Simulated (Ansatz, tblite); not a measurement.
Cost and result up the ladder for Nb4⁺ (4 atoms). Charge 1, multiplicity 2. Geometry: PBE-D4/def2-SVP.

```xyz
4

Nb   -0.149   -1.062   -1.116
Nb    1.180    0.923   -0.407
Nb   -1.238    0.908    0.189
Nb    0.207   -0.769    1.333
```

Ansatz on 4 threads of Arm Neoverse V1 on a shared host; xTB runs through tblite on one thread. Times are rough, summed over both states, and most runs start from the orbitals of an earlier one. RPA@PBE/def2-TZVP serves as the yardstick here, not as an exact answer. The other state is a quartet at its own geometry.

In the def2 sets Nb takes a core potential; there is no spin–orbit coupling. The xTB rows come from tblite. Correlated methods freeze no core orbitals; core or outer-core shells of Nb are correlated, in sets that lack core-valence functions. The structure comes from a short search, and lower isomers may exist.

Run but left out: HF/def2-SVP, MP2/def2-SVP, CCSD/def2-SVP, CCSD(T)/def2-SVP (flagged by the program: lower state); HF/def2-TZVP, LC-ωPBE/def2-TZVP, MP2/def2-TZVP (doublet: ⟨S²⟩ 2.76 to 6.12, where a pure state has 0.75); r2SCANh-D4/def2-TZVP (quartet: ⟨S²⟩ 4.12, where a pure state has 3.75).

Correlated methods converge slowly with the basis.

xTB has no spin-polarisation term.

| level | functions | wall time | quartet − doublet (eV) | difference from RPA@PBE/def2-TZVP (eV) | remarks |
| --- | --- | --- | --- | --- | --- |
| GFN1-xTB | 36 | 0.016 s | 1.01 | 0.30 | – |
| GFN2-xTB | 36 | 0.038 s | 0.31 | -0.40 | – |
| PBE-D4/def2-TZVP | 160 | 24 s | 0.71 | 0.00 | – |
| RPA@PBE/def2-TZVP | 160 | 26 s | 0.71 | 0.00 | – |
| PBE0-D4/def2-TZVP | 160 | 41 s | 0.41 | -0.30 | spin-contaminated (⟨S²⟩ 0.92) (doublet), spin-contaminated (⟨S²⟩ 4.04) (quartet) |
| r2SCAN-D4/def2-TZVP | 160 | 66 s | 0.41 | -0.30 | spin-contaminated (⟨S²⟩ 0.84) (doublet), spin-contaminated (⟨S²⟩ 3.97) (quartet) |
| B97M-V/def2-TZVP | 160 | 1.8 min | 0.60 | -0.12 | spin-contaminated (⟨S²⟩ 3.91) (quartet) |
